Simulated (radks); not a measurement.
Sn XV, configuration [Ar] 3d9.75 4s2 4p6 5p0.25 (fractional occupations, a model configuration).

All-electron calculation, Dirac Kohn-Sham, PBE, spin-unpolarised, spherical densities, point nucleus; open shells are shared between the two j in proportion to 2j + 1. Program: a radial shooting solver on a logarithmic mesh with Libxc functionals.

Energy parts (hartree):
total: -6105.68657
kinetic: 6434.65565
electron-nucleus: -14378.65473
Hartree: 1991.54197
exchange-correlation: -153.22946

Orbitals (lengths in bohr, moments of r in powers of bohr; r(90%) holds 90 % of the orbital's charge):
| orbital | occ. | eigenvalue (hartree) | r(90%) | <r> |
|---|---|---|---|---|
| 1s1/2 | 2 | -1078.046 | 0.0522 | 0.02905 |
| 2s1/2 | 2 | -173.3980 | 0.194 | 0.1250 |
| 2p1/2 | 2 | -162.8072 | 0.173 | 0.1058 |
| 2p3/2 | 4 | -154.3287 | 0.181 | 0.1111 |
| 3s1/2 | 2 | -43.03360 | 0.495 | 0.3368 |
| 3p1/2 | 2 | -38.75066 | 0.492 | 0.3271 |
| 3p3/2 | 4 | -37.17328 | 0.507 | 0.3380 |
| 3d3/2 | 3.9 | -29.66478 | 0.484 | 0.3080 |
| 3d5/2 | 5.85 | -29.33543 | 0.489 | 0.3115 |
| 4s1/2 | 2 | -15.54238 | 1.07 | 0.7533 |
| 4p1/2 | 2 | -13.99055 | 1.11 | 0.7735 |
| 4p3/2 | 4 | -13.62400 | 1.14 | 0.7925 |
| 4d3/2 | 0 | -11.05433 | 1.22 | 0.8345 |
| 4d5/2 | 0 | -10.98567 | 1.23 | 0.8401 |
| 5s1/2 | 0 | -7.79110 | 1.97 | 1.413 |
| 5p1/2 | 0.0833333 | -7.16373 | 2.06 | 1.472 |
| 5p3/2 | 0.166667 | -7.03565 | 2.09 | 1.498 |

The highest occupied level is 5p3/2 at -191.45 eV. The configuration is held as typed, so some empty levels lie below it. The density falls to 0.001 e/bohr^3 at r = 2.21 bohr.

Run on one thread of a shared host, so times are rough (Arm Neoverse V2): 0.12 s of CPU time, 0.12 s wall, 14 iterations on 2476 mesh points.
